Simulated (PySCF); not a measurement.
Delta-SCF ions had no search for a lower state. 

# C4H3O, SMILES `[c-]1ccoc1` (charge -1, multiplicity 1)

These are PySCF with M06-2X/def2-TZVPD // B3LYP-D3(BJ)/def2-TZVPD values and carry that method's errors.

| Quantity | Result |
|---|---|
| HOMO | -1.11 eV |
| vertical detachment energy (Delta-SCF) | 1.87 eV |
| total energy | -229.3751 Ha |
| cost | roughly 4 core-minutes |

Bonds (Å): C1–C2 1.462, C1–C5 1.357, C2–C3 1.362, C2–H6 1.085, C3–O4 1.360, C3–H7 1.081, O4–C5 1.428, C5–H8 1.081. Angles (°): C2–C1–C5 100.8, C1–C2–C3 110.3, C1–C2–H6 126.2, C3–C2–H6 123.5, C2–C3–O4 110.5, C2–C3–H7 133.9, O4–C3–H7 115.7, C3–O4–C5 103.6, C1–C5–O4 114.8, C1–C5–H8 134.2, O4–C5–H8 111.0.
Charge -1, spin multiplicity 1.
